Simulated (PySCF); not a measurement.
# A single-point calculation

Y(SH)3(NH3) (singlet). PySCF 2.14.0, RKS PBE0, Y def2-SVP with ECP28, S def2-SVP, H def2-SVP, N def2-SVP; non-relativistic Hamiltonian with scalar-relativistic core potentials where named; density fitting; no spin-orbit coupling. Purpose: finer grid at the relaxed geometry.

```python
mol = gto.M(atom='''
Y     -0.12900    -0.12489     0.15686
S      0.95250     1.70833     1.61149
H      2.19403     1.44086     1.14068
S     -2.18403    -1.31909     1.13552
H     -2.09514    -0.64291     2.30520
S      1.29962    -1.38154    -1.58482
H      0.54200    -2.50038    -1.49088
N     -1.26715     1.39499    -1.38770
H     -2.20865     1.64318    -1.07568
H     -0.74906     2.27160    -1.47786
H     -1.35962     1.00840    -2.32937''',
    basis={'Y': 'def2-SVP', 'S': 'def2-SVP', 'H': 'def2-SVP', 'N': 'def2-SVP'},
    ecp={'Y': 'def2-SVP'},
    charge=0, spin=0)
mf = dft.RKS(mol, xc='PBE0')
mf.grids.atom_grid = (75, 302)
mf = mf.density_fit()  # fitting sets: Y def2-universal-JKFIT, S def2-universal-JKFIT, H def2-universal-JKFIT, N def2-universal-JKFIT
mf.conv_tol = 1e-09; mf.max_cycle = 55
mf.kernel(dm0)  # dm0: converged density of the relaxed state
mf.nuc_grad_method().kernel()
```

Run from Python with OMP_NUM_THREADS=2; the lines above give its settings. Where DIIS fails, smearing, a level shift and second-order steps follow.
It took 33 s on 2 threads of Arm Neoverse V1, with other jobs on the host, with gradient, populations and further properties, from an already converged density.

Task: Where do the frontier levels lie, over both spins?

Result: HOMO -6.96 eV, LUMO -0.95 eV. 

Task: What does the SCF print?

Result: 
```
init E= -1290.55694874992
cycle= 1 E= -1290.55694882429  delta_E= -7.44e-08  |g|= 0.0001  |ddm|= 0.00102
cycle= 2 E= -1290.556948824  delta_E= 2.91e-10  |g|= 0.000112  |ddm|= 0.000268
cycle= 3 E= -1290.55694882761  delta_E= -3.61e-09  |g|= 1.66e-05  |ddm|= 0.000144
cycle= 4 E= -1290.55694882769  delta_E= -7.96e-11  |g|= 6.65e-06  |ddm|= 3.14e-05
Extra cycle  E= -1290.55694882767  delta_E= 1.77e-11  |g|= 9.18e-06  |ddm|= 2.29e-05
converged SCF energy = -1290.55694882767
```

Task: What are the Mulliken charges and spins?

Result: 
```json
{"atom": "Y1", "charge (e)": "0.618", "spin (e)": "0.000"}
{"atom": "S2", "charge (e)": "-0.395", "spin (e)": "0.000"}
{"atom": "H3", "charge (e)": "0.107", "spin (e)": "0.000"}
{"atom": "S4", "charge (e)": "-0.390", "spin (e)": "0.000"}
{"atom": "H5", "charge (e)": "0.110", "spin (e)": "0.000"}
{"atom": "S6", "charge (e)": "-0.395", "spin (e)": "0.000"}
{"atom": "H7", "charge (e)": "0.108", "spin (e)": "0.000"}
{"atom": "N8", "charge (e)": "-0.307", "spin (e)": "0.000"}
{"atom": "H9", "charge (e)": "0.181", "spin (e)": "0.000"}
{"atom": "H10", "charge (e)": "0.182", "spin (e)": "0.000"}
{"atom": "H11", "charge (e)": "0.181", "spin (e)": "0.000"}
```

Task: What forces act on the atoms (eV/Å)?

Result: 
```
Y    0.01  0.01  0.00
S    0.01 -0.03 -0.02
H    0.00  0.01 -0.01
S   -0.03 -0.02 -0.01
H    0.01  0.01  0.01
S   -0.01  0.02  0.02
H    0.00  0.00  0.00
N   -0.01  0.01  0.01
H    0.02 -0.01 -0.01
H    0.00  0.00 -0.01
H    0.00  0.00  0.01
```
Forces carry noise of the integration grid, about 0.01 to 0.03 eV/Å.
